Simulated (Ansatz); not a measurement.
The first iterations of a band of AlGeH5OSi (9 atoms, charge 0, multiplicity 1).

All numbers below come from RKS PBE0/def2-SVP in Ansatz.

```json
{"movable images": "9", "climbing image": "yes", "spring": "5.0 eV/Å²", "optimiser": "quadratic models (default)", "start path": "through a guess of the saddle point", "force threshold": "0.05 eV/Å", "iteration limit": "60", "end points": "relaxed"}
```

Initial state:

```xyz
9
Properties=species:S:1:pos:R:3
O -1.246 0.273 -0.176
Si -0.046 1.263 -0.812
Al 1.624 -0.276 0.155
Ge -0.635 -1.183 0.757
H -0.150 1.372 -2.304
H -0.134 2.660 -0.273
H 3.161 -0.635 0.365
H -1.253 -2.434 0.089
H -1.233 -1.085 2.181
```

Final state:

```xyz
9
Properties=species:S:1:pos:R:3
O -1.002 0.458 -0.522
Si 0.505 1.479 -1.190
Al 1.800 -0.004 0.260
Ge -0.483 -1.073 0.545
H -1.717 0.356 -1.162
H 0.375 2.599 -0.159
H 3.153 -0.707 0.730
H -1.109 -2.238 -0.278
H -1.434 -0.917 1.761
```

| iteration | highest image above the first end (eV) | largest band force component (eV/Å) |
| --- | --- | --- |
| 1 | 4.906 | 9.268 |
| 2 | 3.072 | 3.353 |
| 3 | 2.747 | 1.165 |

Task: Does the band converge within its limit, and where does its top end?

Result: The run converged. It ended after 10 iterations with the highest image 2.789 eV above the first end. A vibrational analysis at the climbing image gives one clearly imaginary mode, 1690i cm⁻¹: a first-order saddle point. The orbitals stay closed-shell, which can raise the energy where a bond breaks towards radicals; this wasn't checked here.

The run took 3.5 min on 2 threads of AMD EPYC 7R43 64-Core Processor (Zen 3), with other jobs on the host, peak memory 0.27 GiB.
